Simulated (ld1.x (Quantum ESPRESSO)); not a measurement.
Which change was made? (Bi, TM)

ld1.x (Quantum ESPRESSO) 7.5 input, shortened:

```
&input
   title='Bi', zed=83., rel=1, dft='PBE', iswitch=3,
   config='[Xe] 4f14 5d10 6s1.5 6p3.5'
 /
 &inputp
   pseudotype=2, tm=.true., lloc=-1, rcloc=1.35,
   nlcc=.true., new_core_ps=.true., rcore=0.95
 /
3
6S  1  0   1.50   0.00  1.80  1.80  0.0
6P  2  1   3.50   0.00  1.95  1.95  0.0
5D  3  2  10.00   0.00  1.90  1.90  0.0
 &test
   configts(1)='5d10 6s1.5 6p3.5'
 /
```

Cutoffs, loose and tight: the cutoffs (Ry, on a coarse ladder) from which the occupation-weighted sum of valence levels, in a spherical-Bessel basis at the reference potential, stays within 10 and 1 mRy of its value at 400 Ry. They do not see the model core or the augmentation charge, which bear on the density cutoff. Test errors are all-electron minus pseudo excitation energies from the reference, over the configurations 5d10 6s2 6p3; 5d10 6s2 6p2; 5d10 6s2 6p1; 5d10 6s1 6p4; 5d10 6s0 6p5; 5d10 6s1 6p3; 5d10 6s1 6p0; variants that change the core or the reference have their own tests.

The base gives: outcome: generated; cutoff, loose: 55 Ry; cutoff, tight: 90 Ry; bound ghosts: s, p; largest test error (meV): -55.

(1) After one change the result is: outcome: generated; cutoff, loose: 70 Ry; cutoff, tight: 110 Ry; bound ghosts: s, p; largest test error (meV): -44. Which change was it?
A. wave 6p (bound): rc 1.95 bohr becomes 6p (bound): rc 1.72 bohr
B. wave 6p (bound): rc 1.95 bohr becomes 6p (bound): rc 2.86 bohr
C. wave 6p (bound): rc 1.95 bohr becomes 6p (bound): rc 1.26 bohr
D. wave 6p (bound): rc 1.95 bohr becomes 6p (bound): rc 1.46 bohr

Answers

(1) A. The others give: wave 6p (bound): rc 1.95 bohr becomes 6p (bound): rc 2.86 bohr → outcome: generated; cutoff, loose: 55 Ry; cutoff, tight: 90 Ry; bound ghosts: s, p; largest test error (meV): -103 | wave 6p (bound): rc 1.95 bohr becomes 6p (bound): rc 1.26 bohr → outcome: failed: run_pseudo: Errors in PS-KS equation | wave 6p (bound): rc 1.95 bohr becomes 6p (bound): rc 1.46 bohr → outcome: generated; cutoff, loose: 200 Ry; cutoff, tight: over 300 Ry; bound ghosts: p, s; largest test error (meV): -180.
